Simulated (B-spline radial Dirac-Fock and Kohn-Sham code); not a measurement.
# Tm³⁺: scattering cross sections and density moments

System: Tm³⁺, 1s2 2s2 2p6 3s2 3p6 3d10 4s2 4p6 4d10 4f10 5s2 5p6 5d2 (an excited configuration).

Input file task.json (cfg lists n, l and occupation; rrms is the nuclear radius in fm):

```json
{"items": [{
  "Z": 69,
  "q": 3,
  "cfg": [[1, 0, 2], [2, 0, 2], [2, 1, 6], [3, 0, 2], [3, 1, 6], [3, 2, 10], [4, 0, 2], [4, 1, 6], [4, 2, 10], [4, 3, 10], [5, 0, 2], [5, 1, 6], [5, 2, 2]],
  "A": 169,
  "rrms": 5.2256,
  "do": ["scatter"],
  "s": [0.0, 0.05, 0.1, 0.15, 0.2, 0.25, 0.3, 0.35, 0.4, 0.45, 0.5, 0.6, 0.7, 0.8, 0.9, 1.0, 1.1, 1.2, 1.4, 1.6, 1.8, 2.0, 2.5, 3.0, 3.5, 4.0, 5.0, 6.0],
  "pz": [0, 0.1, 0.14, 0.19, 0.26, 0.36, 0.49, 0.68, 0.93, 1.3, 1.8, 2.4, 3.3, 4.6, 6.3, 8.7, 12.0, 16.0, 23.0, 31.0, 43.0],
  "hv_scatter": [1000, 2000, 5000, 8047.8, 20000, 100000, 200000, 500000]
}]}
```

Run with: `python xray_run.py task.json out`

The computed values come from a radial atomic solver: Dirac-Fock orbitals of the configuration average with a finite nucleus.

| Quantity | Value |
| --- | --- |
| Sum of ⟨r⟩ | 35.32 bohr |
| Sum of ⟨r²⟩ | 36.82 bohr² |
| Sum of ⟨1/r⟩ | 485.93 per bohr |
| Langevin diamagnetic susceptibility | -29.2 × 10⁻⁶ cm³/mol |
| Lamb shielding (α²/3)Σ⟨1/r⟩ | 8625 ppm |

Coherent scattering is the Thomson cross section weighted by f₀², without anomalous dispersion; incoherent scattering is Klein-Nishina weighted by S. The Lamb formula is the non-relativistic shielding expression. Electron correlation is left out.

```csv
hν (keV),coherent (b),incoherent (b),incoherent per electron (b)
1,2823,0.5880,0.00891
2,2630,1.973,0.0299
5,1895,6.707,0.102
8.0478,1356,10.68,0.162
20,514.3,19.81,0.300
100,45.56,27.96,0.424
200,13.24,25.07,0.380
500,2.369,18.69,0.283
```

Incoherent scattering overtakes coherent scattering between 100 and 200 keV.
